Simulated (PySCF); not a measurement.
C₆H₇F₂O (charge +1).
Cartesian coordinates in Å at the PBE0-D3(BJ)/def2-SVP level; atoms count from 1:
```
atom  x, y, z in Å
F1     2.724    0.057    0.608
C2     2.221   -1.162    0.562
F3     2.223   -1.595   -0.684
O4     0.867   -1.115    1.022
C5    -0.028   -0.371    0.459
C6    -1.359   -0.366    0.932
C7    -2.068    0.504    0.151
C8    -1.240    1.137   -0.897
C9     0.151    0.542   -0.698
H10    2.743   -1.851    1.240
H11   -1.721   -0.961    1.771
H12   -3.133    0.718    0.278
H13   -1.263    2.237   -0.793
H14   -1.663    0.940   -1.899
H15    0.932    1.290   -0.479
H16    0.524   -0.023   -1.570
```

Computed with PySCF at CAM-B3LYP/def2-SVPD, non-relativistic, on one gas-phase PBE0-D3(BJ)/def2-SVP geometry that isn't relaxed in the solvent. The solvent is an IEF-PCM continuum (van der Waals radii × 1.2), and excitations are vertical TDDFT with non-equilibrium linear response and a frozen core. The model holds no explicit solvent molecules, cavitation or dispersion.

```
run  E − E(gas) (kJ/mol)  HOMO (eV)  HOMO–LUMO gap (eV)  lowest singlet (eV)  static polarisability (au)
gas                 0.00     -14.96                8.23                 5.35                        70.5
  P              -181.18     -11.44                8.24                 5.22                        86.8
  Q              -128.20     -12.46                8.24                 5.21                        80.3
```

Q: The runs were made in benzene and chloroform. Which run belongs to which solvent?

A: P = chloroform, Q = benzene. The dielectric constants are 2.271 (benzene), 4.711 (chloroform), and the energy falls further as ε rises. The optical constants n² used for the excitations are 2.25, 2.09 in the same order. In this model the ground state sees the solvent through ε alone.

Q: How constant is the ratio of the lowering to 1 − 1/ε?

A: 
| solvent | 1 − 1/ε | E − E(gas) (kJ/mol) | ratio (kJ/mol) | polarisation term (kJ/mol) |
| --- | --- | --- | --- | --- |
| benzene | 0.560 | -128.20 | -229.1 | -128.70 |
| chloroform | 0.788 | -181.18 | -230.0 | -182.34 |

The ratio changes by +0.4 % in size from benzene to chloroform. The polarisation term is half the interaction of the solute with the induced surface charges.

On Intel Xeon Platinum 8488C, one thread, no GPU, shared host with 192 logical CPUs at a one-minute load of 90, this took 53 s wall and 1.2 GiB of memory at its peak. This is the whole response run at CAM-B3LYP/def2-SVPD in chloroform, SCF included.
